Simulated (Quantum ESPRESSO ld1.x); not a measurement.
Results of a calculation; reference values are marked as such.
The titanium ion Ti5+, configuration [Ne] 3s2 3p5. Code: ld1.x of Quantum ESPRESSO 7.5. Model: scalar-relativistic Kohn-Sham, LDA (Slater exchange, Perdew-Wang correlation), spin-polarised, spherical densities, point nucleus; open shells are filled with parallel spins first.

Normalised radial functions P(r) = r R(r), r in bohr:

```
   r/bohr * 3p up, o 3d up, + 4p down (the largest magnitude, 1.09, reaches the edge; | marks zero, & curves that meet)
 0.008271                             &
  0.01068                             &
   0.0138                             &*
  0.01797                             &*
  0.02321                             o&
  0.02999                             o+*
  0.03873                             o +*
  0.05003                             o +  *
  0.06463                             o  +   *
  0.08416                             |o  +    *
   0.1087                             |o    +     *
   0.1404                             | o    +      *
   0.1814                             |   o  +      *
   0.2343                             |     +o    *
   0.3051                             | +   *   o
   0.3941                          *+ |              o
   0.5091               *      +      |                  o
   0.6577      *           +          |                      o
   0.8496  *                +         |                       o
    1.106     *                    +  |                     o
    1.429             *               |       +        o
    1.846                     *       |         o     +
    2.384                          *  |    o             +
     3.08                            *| o           +
    4.011                             &     +
    5.181                             & +
    6.692                             &
```

3p up: eigenvalue -111.03 eV, 1 radial node at r = 0.367 bohr, <r> = 0.993 bohr, 90 % of the charge inside 1.50 bohr. 3d up (empty): eigenvalue -73.375 eV, 0 radial nodes, <r> = 1.05 bohr, 90 % of the charge inside 1.68 bohr. 4p down (empty): eigenvalue -41.801 eV, 2 radial nodes at r = 0.352, 1.19 bohr, <r> = 2.38 bohr, 90 % of the charge inside 3.43 bohr.
